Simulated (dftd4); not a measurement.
sulfur difluoride (F$_{2}$S), singlet, geometry from GFN2-xTB; dftd4 with D4 for b97d.

dftd4 was given this input:
```
$ dftd4 mol.xyz --func b97d --charge 0 --json dftd4.json --noedisp

# file mol.xyz
3

F     -1.22261386    -0.51635383    -0.00299560
S     -0.00426607     0.57046599    -0.00656447
F      1.23019799    -0.49780793     0.01466578
```

Task: Write the output that dftd4 gives for this input, abridged.

Result: 
```
                    ____  _____ _____     ____  _  _
      -------------|  _ \|  ___|_   _|---|  _ \| || |------------
     |             | | | | |_    | | ___ | | | | || |_           |
     |             | |_| |  _|   | ||___|| |_| |__   _|          |
     |             |____/|_|     |_|     |____/   |_|            |
     |             ===================================           |
     |            E. Caldeweyher, S. Ehlert & S. Grimme          |
     |          Mulliken Center for Theoretical Chemistry        |
     |                    University of Bonn                     |
      -----------------------------------------------------------

Rational (Becke-Johnson) damping: b97d-D4-ATM
---------------------
  s6         1.0000
  s8         1.6946
  s9         1.0000
  a1         0.2890
  a2         4.1341
 alp        16.0000
--------------------

Dispersion energy:      -5.7209300364792E-03 Eh

[Info] JSON dump of results written to 'dftd4.json'
```
